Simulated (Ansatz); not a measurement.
This geometry of F₄GeH₃N (9 atoms, charge 0, multiplicity 1) is a first-order saddle point.

These are results of RKS PBE/def2-SVP in Ansatz, not measurements.

```xyz
9
Properties=species:S:1:pos:R:3
Ge -0.672 -0.424 -0.169
F 1.035 -1.278 0.779
F -0.403 -1.597 -1.415
F -1.532 -0.879 1.264
F -1.904 0.549 -0.948
H 1.295 -0.203 0.601
N 0.717 0.888 0.064
H 0.417 1.674 0.657
H 1.047 1.270 -0.834
```

Which two structures does it join? (They come from a converged band through this point; their orientation in space is the band's.)

Bonds broken: Ge1–F2, H6–N7. Bonds formed: F2–H6. F4GeH3N becomes F3GeH2N + FH.

Initial state:

```xyz
9
Properties=species:S:1:pos:R:3
Ge -0.538 -0.752 -0.259
F 0.988 -1.607 -0.112
F -1.517 -2.118 -0.731
F -1.409 -0.348 1.210
F -0.809 0.223 -1.693
H 1.649 0.643 0.465
N 0.677 0.950 0.327
H 0.314 1.345 1.205
H 0.645 1.665 -0.411
```

Final state:

```xyz
9
Properties=species:S:1:pos:R:3
Ge -0.784 -0.266 -0.253
F 1.331 -1.389 0.910
F -0.400 -1.521 -1.372
F -1.471 -0.817 1.231
F -2.086 0.593 -1.028
H 1.448 -0.452 0.696
N 0.639 0.890 0.026
H 0.365 1.659 0.653
H 0.957 1.303 -0.863
```

How far does it lie above each of them?

22.9 kcal/mol above the first and 1.8 kcal/mol above the second. This is the barrier of this one path; another mechanism may lie lower. The orbitals stay closed-shell, which can raise the energy where a bond breaks towards radicals; this wasn't checked here.

The run took 3.3 min on 2 threads of Intel(R) Xeon(R) Platinum 8175M CPU @ 2.50GHz (Skylake/Cascade Lake) (shared host), peak memory 0.19 GiB.
